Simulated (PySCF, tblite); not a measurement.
C7H8ClPS.
Cartesian coordinates in Å at the GFN2-xTB level; atoms count from 1:
```xyz
18
C7H8ClPS angstrom
C     -3.3564    0.6039   -0.0641
S     -2.7167   -0.8120    0.8838
C     -0.9778   -0.6525    0.4858
C     -0.4404   -1.5910   -0.3696
P      1.2007   -1.6671   -0.9163
C      1.8636   -0.2738   -0.0973
C      3.3154    0.0378   -0.3185
C      1.1331    0.5410    0.7466
C     -0.2113    0.3691    1.0391
Cl    -0.9286    1.4809    2.1568
H     -4.4341    0.5853    0.0591
H     -3.0945    0.4794   -1.1109
H     -2.9500    1.5302    0.3294
H     -1.1087   -2.3592   -0.7378
H      3.8629   -0.0140    0.6222
H      3.4323    1.0450   -0.7168
H      3.7590   -0.6677   -1.0179
H      1.6427    1.3710    1.2203
```

Jobs on this species (18 atoms, 98 electrons) with PySCF (density fitting) and tblite. Hardware of each: an Arm Neoverse V2 with one thread, on a shared host. The host was shared with other jobs, so the times are rough.

```json
{"level and settings": "GFN2-xTB", "work": "L-BFGS relaxation", "basis functions": "–", "SCF cycles": "–", "wall time": "0.97 s"}
{"level and settings": "PBE0/pcSseg-1", "work": "shieldings, ring-centre shieldings, charges and field gradients", "basis functions": "231", "SCF cycles": "?", "wall time": "?"}
{"level and settings": "GFN2-xTB", "work": "Hessian by finite differences", "basis functions": "–", "SCF cycles": "–", "wall time": "0.86 s"}
```

Problem. Fill in the missing figures.

Solution. 
- PBE0/pcSseg-1; shieldings, ring-centre shieldings, charges and field gradients: 53 s, 14 SCF cycles

Problem. What do all jobs in the table cost together?

Solution. About 55 s; the longest takes about 97 % of that, and about 62 times as long as the shortest.
